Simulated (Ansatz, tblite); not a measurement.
Forces on Sn10H16, a cluster cut from cubic tin at its PBE-D4/def2-SVP geometry. The state is a singlet with charge 0.

In the def2 sets Sn takes a core potential; there is no spin–orbit coupling. The xTB rows come from tblite. LC-ωPBE has ω = 0.4 bohr⁻¹. Single mean-field runs in def2-TZVP are fitted with def2-universal-jkfit.

GFN2-xTB (tblite), largest force 0.33 eV/Å:

```xyz
26
positions Å, forces eV/Å
Sn    2.380    1.107    1.018    0.207    0.093    0.084
Sn   -2.156    1.737    0.544   -0.188    0.150    0.051
Sn   -0.475   -2.500    1.223   -0.038   -0.214    0.100
Sn    0.244   -0.350   -2.788    0.024   -0.029   -0.236
Sn    1.904   -1.386    2.238    0.063   -0.046    0.079
Sn   -2.622   -0.759    1.761   -0.084   -0.031    0.067
Sn    0.227    2.838    1.562    0.009    0.098    0.050
Sn    2.624    0.754   -1.765    0.083    0.035   -0.056
Sn   -1.902    1.388   -2.238   -0.066    0.058   -0.082
Sn   -0.231   -2.839   -1.561   -0.010   -0.101   -0.051
H     3.853    1.792    1.646   -0.218   -0.101   -0.090
H    -3.486    2.813    0.876    0.201   -0.164   -0.050
H    -0.767   -4.042    1.981    0.042    0.235   -0.115
H     0.395   -0.568   -4.509   -0.023    0.030    0.251
H     1.778   -1.191    3.959    0.107   -0.099   -0.294
H     3.237   -2.457    1.935   -0.221    0.182    0.158
H    -2.794   -0.554    3.477   -0.072   -0.073   -0.308
H    -4.107   -1.440    1.171    0.223    0.121    0.203
H     0.085    3.083    3.276    0.040    0.061   -0.316
H     0.517    4.392    0.841   -0.054   -0.231    0.225
H     2.942    2.282   -2.528    0.036   -0.314    0.100
H     3.968   -0.290   -2.115   -0.192    0.262    0.005
H    -1.626    2.926   -3.000   -0.137   -0.293    0.079
H    -3.374    0.743   -2.898    0.252    0.200    0.057
H     1.073   -3.934   -1.909   -0.303    0.129    0.012
H    -1.685   -3.545   -2.197    0.316    0.040    0.077
```

PBE-D4/def2-TZVP (Ansatz), largest force 0.11 eV/Å:

```
Sn 0.026 0.007 0.006
Sn -0.031 0.022 0.008
Sn -0.005 -0.027 0.011
Sn 0.006 -0.007 -0.024
Sn 0.020 -0.015 0.028
Sn -0.025 -0.008 0.028
Sn 0.005 0.034 0.014
Sn 0.024 0.022 -0.017
Sn -0.018 0.032 -0.038
Sn -0.005 -0.041 -0.015
H -0.072 -0.032 -0.027
H 0.077 -0.066 -0.017
H 0.015 0.089 -0.045
H -0.010 0.010 0.084
H 0.015 -0.014 -0.099
H -0.076 0.061 0.025
H -0.001 -0.013 -0.094
H 0.082 0.037 0.038
H 0.007 -0.007 -0.097
H -0.017 -0.088 0.048
H -0.011 -0.098 0.044
H -0.076 0.064 0.015
H -0.023 -0.101 0.043
H 0.086 0.042 0.037
H -0.084 0.061 0.013
H 0.092 0.034 0.032
```

LC-ωPBE/def2-TZVP (Ansatz), largest force 0.59 eV/Å:

```
Sn 0.063 0.023 0.021
Sn -0.061 0.048 0.014
Sn -0.012 -0.062 0.028
Sn 0.012 -0.014 -0.065
Sn 0.054 -0.040 0.069
Sn -0.072 -0.021 0.065
Sn 0.010 0.085 0.042
Sn 0.068 0.039 -0.047
Sn -0.050 0.060 -0.080
Sn -0.011 -0.094 -0.041
H -0.479 -0.222 -0.200
H 0.446 -0.365 -0.109
H 0.095 0.517 -0.256
H -0.052 0.071 0.560
H 0.031 -0.051 -0.541
H -0.420 0.336 0.082
H 0.061 -0.057 -0.531
H 0.469 0.211 0.170
H 0.040 -0.089 -0.532
H -0.090 -0.493 0.214
H -0.109 -0.481 0.245
H -0.429 0.316 0.115
H -0.077 -0.491 0.248
H 0.465 0.190 0.218
H -0.404 0.354 0.110
H 0.453 0.230 0.200
```
